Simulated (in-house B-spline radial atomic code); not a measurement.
Configurations of Eu III (Eu2+), with energies counted from [Xe] 4f7. Level of theory: scalar-relativistic (X2C) CAM-B3LYP, spin-polarised, spherical fractional occupations, exact exchange averaged over the configuration, Fermi nucleus of rms radius 5.1115 fm; calculated with a radial B-spline atomic code at the basis-set limit. Shells without spins written out take the highest spin.

Occupations are held fixed; configurations that lie above the ionisation limit could autoionise.

```csv
configuration,E - E(ref) (eV),highest orbital,its <r> (bohr)
[Xe] 4f6 6s1,5.9688,6s up,3.352
[Xe] 4f6 6p1,10.473,6p up,4.024
[Kr] 4d10 4f7 5s2 5p5 5d1,21.438,5d up,2.373
[Kr] 4d10 4f7 5s2 5p5 6p1,26.863,6p up,4.049
[Kr] 4d9 4f8 5s2 5p6,132.17,4f down,0.9924
```

(1) Order these further configurations by energy, lowest first.
A. [Kr] 4d9 4f7 5s2 5p6 5f1
B. [Kr] 4d9 4f7 5s2 5p6 6f1
C. [Kr] 4d10 4f7 5s2 5p5 5f1
D. [Kr] 4d10 4f8 5s2 5p5
E. [Xe] 4f6 5d1

(2) How far above the reference does [Kr] 4d10 4f7 5s2 5p5 6s1 lie?

Results:

(1) E (5.0614 eV), D (24.293 eV), C (33.698 eV), A (144.9 eV), B (147.67 eV).

(2) 22.38 eV; its least bound orbital is 6s up with <r> = 3.369 bohr.
